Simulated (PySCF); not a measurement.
**C₆ coefficients of unlike pairs at UHF**

Calculated with PySCF 2.14 from the dipole response of each species, C₆(A,B) = (3/π) ∫ α_A(iu) α_B(iu) du, in atomic units, from isotropic polarisabilities. For ions this is the dispersion term alone; charge-induced terms of lower order in 1/R come first.

| species | configuration | basis | relativity | α (bohr³) | C₆ (like pair) |
| --- | --- | --- | --- | --- | --- |
| Ni(2+) | [Ar] 3d8 (3F) | aug-cc-pVDZ (7s6p4d2f) | none | 2.574 | 7.088 |
| Os | [Xe] 4f14 5d6 6s2 (5D) | def2-TZVPPD with the def2 core potential (60 electrons) (6s5p3d2f1g) | core potential | 73.58 | 808.0 |
| Al(3+) | [Ne] (1S) | aug-cc-pCVTZ-DK with one added diffuse shell each of s, p, d, f type (9s8p6d4f) | spin-free X2C | 0.2293 | 0.2015 |
| As+ | [Ar] 3d10 4s2 4p2 (3P) | aug-cc-pVTZ-DK (7s6p4d2f) | spin-free X2C | 16.88 | 102.4 |

Problem. Estimate C₆ for As+ with Ni(2+).

Solution. The integral gives 23.13. The combination rule 2 C_A C_B / (C_A α_B/α_A + C_B α_A/α_B) gives 23.37 and the geometric mean 26.94.

No spin-orbit coupling is included.

The other pairs:

| pair | C₆ |
| --- | --- |
| Al(3+), Os | 6.339 |
| As+, Al(3+) | 2.657 |
| Os, Ni(2+) | 56.84 |
| As+, Os | 273.0 |
| Al(3+), Ni(2+) | 1.060 |
